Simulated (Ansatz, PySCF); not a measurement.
BGeH6NO2, SMILES OB([NH][GeH3])O. Atoms are numbered in the order given.

```xyz
11

Ge     0.0515     1.3640     0.0000
N      0.7673    -0.3360     0.0000
B     -0.0421    -1.5048     0.0000
O     -1.3999    -1.3204     0.0000
O      0.4347    -2.7936     0.0000
H     -0.7986     1.5968     1.2599
H     -0.7986     1.5968    -1.2599
H      1.2609     2.3201     0.0000
H      1.7764    -0.4044     0.0000
H     -1.8706    -2.1583     0.0000
H      1.3926    -2.8531     0.0000
```
Charge 0, spin multiplicity 1.

Coordinates come from a PBE0-D3(BJ)/def2-SVP optimisation. The structure was generated by enumeration, and PubChem lists no compound with its InChIKey, so it may never have been made. The values are those of a single conformer.

Two levels are set side by side: PBE-D3(BJ)/def2-SVP (Ansatz, a first-principles code) and PBE0-D3(BJ)/def2-SVP (Ansatz). Each level has its own optimised geometry; the coordinates shown are those of the second. Frequencies come from the Hessian of PySCF at each geometry. Differences are taken from unrounded values.

| quantity | PBE0-D3(BJ) |
|---|---|
| mean bond length (Å) | 1.356 |
| bond Ge1–N2 (Å) | 1.845 |
| bond N2–B3 (Å) | 1.422 |
| bond B3–O4 (Å) | 1.370 |
| bond B3–O5 (Å) | 1.374 |
| bond Ge1–H6 (Å) | 1.538 |
| bond Ge1–H7 (Å) | 1.538 |
| bond Ge1–H8 (Å) | 1.542 |
| bond N2–H9 (Å) | 1.011 |
| bond O4–H10 (Å) | 0.961 |
| bond O5–H11 (Å) | 0.960 |
| highest harmonic wavenumber (cm⁻¹) | 3950 |
| mean harmonic wavenumber (cm⁻¹) | 1215 |
| zero-point energy (kcal/mol) | 46.91 |

Task: What does PBE-D3(BJ) give, and how far is it from PBE0-D3(BJ)? (Estimate from the structure and the level; the computed values follow.)

Result: 
```json
[
 {"quantity": "mean bond length (Å)", "PBE-D3(BJ)": "1.368", "PBE-D3(BJ) minus PBE0-D3(BJ)": "0.012"},
 {"quantity": "bond Ge1–N2 (Å)", "PBE-D3(BJ)": "1.861", "PBE-D3(BJ) minus PBE0-D3(BJ)": "0.016"},
 {"quantity": "bond N2–B3 (Å)", "PBE-D3(BJ)": "1.431", "PBE-D3(BJ) minus PBE0-D3(BJ)": "0.009"},
 {"quantity": "bond B3–O4 (Å)", "PBE-D3(BJ)": "1.382", "PBE-D3(BJ) minus PBE0-D3(BJ)": "0.012"},
 {"quantity": "bond B3–O5 (Å)", "PBE-D3(BJ)": "1.386", "PBE-D3(BJ) minus PBE0-D3(BJ)": "0.012"},
 {"quantity": "bond Ge1–H6 (Å)", "PBE-D3(BJ)": "1.550", "PBE-D3(BJ) minus PBE0-D3(BJ)": "0.012"},
 {"quantity": "bond Ge1–H7 (Å)", "PBE-D3(BJ)": "1.550", "PBE-D3(BJ) minus PBE0-D3(BJ)": "0.012"},
 {"quantity": "bond Ge1–H8 (Å)", "PBE-D3(BJ)": "1.553", "PBE-D3(BJ) minus PBE0-D3(BJ)": "0.011"},
 {"quantity": "bond N2–H9 (Å)", "PBE-D3(BJ)": "1.020", "PBE-D3(BJ) minus PBE0-D3(BJ)": "0.008"},
 {"quantity": "bond O4–H10 (Å)", "PBE-D3(BJ)": "0.972", "PBE-D3(BJ) minus PBE0-D3(BJ)": "0.011"},
 {"quantity": "bond O5–H11 (Å)", "PBE-D3(BJ)": "0.971", "PBE-D3(BJ) minus PBE0-D3(BJ)": "0.011"},
 {"quantity": "highest harmonic wavenumber (cm⁻¹)", "PBE-D3(BJ)": "3778", "PBE-D3(BJ) minus PBE0-D3(BJ)": "-171"},
 {"quantity": "mean harmonic wavenumber (cm⁻¹)", "PBE-D3(BJ)": "1169", "PBE-D3(BJ) minus PBE0-D3(BJ)": "-47"},
 {"quantity": "zero-point energy (kcal/mol)", "PBE-D3(BJ)": "45.11", "PBE-D3(BJ) minus PBE0-D3(BJ)": "-1.80"}
]
```

GGA bonds tend to be longer and softer than those of functionals with exact exchange. Differences between two approximate levels are no errors against the true value.
